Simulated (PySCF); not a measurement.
**Radial density of Ga (gallium, neutral)**

M06-L, [Ar] 3d10 4s2 4p1, 2P determinant. Calculation: PySCF 2.14, in pcseg-2; no relativity, point nucleus.

| r (bohr) | 4πr²ρ (e/bohr) | 4πr²(ρα − ρβ) |
| --- | --- | --- |
| 0.000954 | 0.2201 | 0.0000 |
| 0.00160 | 0.5984 | 0.0000 |
| 0.00270 | 1.581 | 0.0000 |
| 0.00454 | 3.993 | 0.0000 |
| 0.00764 | 9.322 | 0.0000 |
| 0.0128 | 19.12 | 0.0001 |
| 0.0216 | 31.65 | 0.0004 |
| 0.0363 | 37.56 | 0.0020 |
| 0.0611 | 31.51 | 0.0069 |
| 0.103 | 35.13 | 0.0138 |
| 0.173 | 42.76 | 0.0039 |
| 0.291 | 23.48 | -0.0074 |
| 0.489 | 26.03 | 0.0189 |
| 0.823 | 17.17 | -0.0099 |
| 1.38 | 3.940 | 0.1221 |
| 2.33 | 1.434 | 0.3281 |
| 3.92 | 0.4129 | 0.2045 |
| 6.59 | 0.03367 | 0.0296 |
| 11.1 | 0.0001927 | 0.0002 |

(1) Where is the radial spin density 4πr²(ρα − ρβ) most negative, and why is it negative at all?

Answers

(1) Around r = 0.823 bohr, down to -0.0099 e/bohr: exchange with the open shell polarises the paired shells in an unrestricted calculation.
